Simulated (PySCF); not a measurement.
B97-3 on C⁻ (carbon, charge -1), [He] 2s2 2p3, high-spin 4S determinant. All numbers are calculated (PySCF 2.14, scalar relativity by spin-free X2C-1e, in dyall-acv3z).

```
cycle= 1 E= -37.9091568515792  delta_E= -0.00383  |g|= 0.00975  |ddm|= 0.136
cycle= 2 E= -37.9092311139416  delta_E= -7.43e-05  |g|= 0.00142  |ddm|= 0.0274
cycle= 3 E= -37.9092351992126  delta_E= -4.09e-06  |g|= 0.00067  |ddm|= 0.00543
cycle= 4 E= -37.9092353370175  delta_E= -1.38e-07  |g|= 0.000593  |ddm|= 0.00132
cycle= 5 E= -37.9092356358304  delta_E= -2.99e-07  |g|= 5.05e-05  |ddm|= 0.000795
cycle= 6 E= -37.9092356457385  delta_E= -9.91e-09  |g|= 2.75e-05  |ddm|= 0.000459
cycle= 7 E= -37.9092356495309  delta_E= -3.79e-09  |g|= 4.56e-06  |ddm|= 0.000496
cycle= 8 E= -37.9092356495825  delta_E= -5.16e-11  |g|= 3.73e-07  |ddm|= 5.53e-05
converged SCF energy = -37.9092356495825  <S^2> = 3.7584086  2S+1 = 4.0042021
```

Highest occupied orbital energy: 0.967 eV; ⟨L²⟩ = 0.00; populations by l: s 4.00, p 3.00, d 0.00, f 0.00.

(1) Can this result be used?

Answers

(1) With care. Self-consistency was reached. At B97-3 the highest occupied level has a positive energy, so only the finite basis holds that electron; in a semilocal or global hybrid functional this comes from self-interaction and does not mean that the real anion is unbound.
